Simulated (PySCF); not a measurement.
NbOF3, SMILES [O]=[Nb]([F])([F])[F], multiplicity 1. Coordinates come from a B3LYP-D3(BJ)/def2-SVP optimisation. The spin state was assumed, not searched. The def2 effective core potentials stand for the cores of Nb; spin–orbit coupling is left out.

All values below come from B3LYP-D3(BJ)/def2-SVP (PySCF).

Harmonic wavenumbers (cm⁻¹): 167, 167, 203, 263, 263, 702, 733, 733, 1056. Rotational constants (GHz): 3.280, 3.280, 2.810; symmetry number 3.

Question: Work out the zero-point energy and the ideal-gas rigid-rotor harmonic-oscillator thermochemistry at 298.15 K and 1 atm.

Answer: ZPE = ½ Σ hcν = ½ × 4287 cm⁻¹ = 25.64 kJ/mol. H − E(el) = 43.60 kJ/mol. Entropy in J/(mol K): translation 172.49, rotation 102.85, vibration 47.04, total 322.39. G − E(el) = -52.52 kJ/mol. Cp = 82.47 J/(mol K).
